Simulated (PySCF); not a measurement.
## SnF and its ions

UHF-CCSD(T); basis Sn x2c-SVPall, F x2c-SVPall; spin-free X2C with a Gaussian nucleus; PySCF 2.14. Neutral (UHF): doublet (π ↑), Re = 1.965 Å, ωe = 611 cm⁻¹, De = 4.31 eV.

SnF⁺ (RHF): singlet (closed shell), Re = 1.906 Å, ωe = 700 cm⁻¹, De = 4.63 eV to Sn⁺ + F. The energies at the minima are -6272.83535 hartree for SnF and -6272.58524 for SnF⁺.

**Question.** Work out the adiabatic ionisation energy, without and with harmonic zero-point energies (1 hartree = 27.2114 eV, 1 eV = 8065.5 cm⁻¹), and the change of the bond length.

**Answer.** At CCSD(T): 0.25011 hartree = 6.806 eV between the minima; the zero-point term (700.0 − 611.0)/2 cm⁻¹ = +0.006 eV makes it 6.811 eV. Re changes by -5.9 pm against the neutral. The electron leaves a π orbital, and the shorter bond of the ion fits an antibonding orbital, or a change in how ionic the bond is.

Correlated steps freeze 19 core orbitals. Correlated levels converge slowly with the basis: in double zeta they bind strong bonds too weakly, by up to about 1 eV, and carry superposition errors of some tenths. These are scalar-relativistic numbers at best; spin–orbit coupling would shift them, the dissociation energy most. For an ion De counts to the pair picked by the measured ionisation energies or electron affinities, which need not be the lowest pair at this level. Where the molecule has an RHF reference, its open-shell atoms are computed with UHF. States were picked by a PBE0 search and need not be the measured ground states.

Neutral and ion stand on different kinds of reference determinant, which adds to the error of the difference.
